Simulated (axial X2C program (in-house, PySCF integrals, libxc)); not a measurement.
Curves of TlB⁺ by EOM-EA-CCSD

Computed with an axial X2C code built on PySCF integrals: two-component X2C with atomic mean-field Coulomb and Gaunt terms, Gaussian nuclei, basis Tl dyall-acv3z, B dyall-av3z with contracted cores.

Energies in eV from the lowest point of the lowest state; states are followed by energy order within each Ω. Reference: TlB²⁺, 14 electrons correlated in 92 virtual spinors with an MP2 remainder; levels at this size can be off by some tenths of an eV. Masses 204.974 and 11.009 u.

```
R (Å)  (1)Ω=1/2  (2)Ω=1/2  (1)Ω=3/2  (3)Ω=1/2  (2)Ω=3/2
2.800    0.0669    0.5065    0.5406    3.2373    3.9705
2.921    0.0211    0.4801    0.5077    3.1432    3.8919
3.043    0.0009    0.4646    0.4863    3.0707    3.8339
3.180    0.0000    0.4558    0.4721    3.0066    3.7862
3.317    0.0147    0.4530    0.4651    2.9545    3.7515
3.499    0.0485    0.4546    0.4628    2.8967    3.7184
```

(1) Fit the curves (1)Ω=1/2 near their minima.

No minimum in range: (1)Ω=3/2, (3)Ω=1/2, (2)Ω=3/2; the order of states may turn beyond it. T1 of the reference reaches 0.011 (Lee–Taylor). Curves followed by order can swap character. Number of frozen shells: Tl 5 s, 4 p, 2 d, 1 f; B 1 s. Roots with under 60 % one-particle weight at any point are counted in the labels but not shown, and the list ends where the roots sought for some Ω run out; states that need a further excitation are missing and may lie low or lowest. Curves with a minimum but no constants failed the fit check.

Answers

(1) At EOM-EA-CCSD from TlB²⁺ (the fit fixes ωe to about one per cent; ωe of higher roots by this method can be off by ten per cent):

```json
{"state": "(1)Ω=1/2", "Te (cm⁻¹)": "0", "Re (Å)": "3.116", "ωe (cm⁻¹)": "161.5"}
```
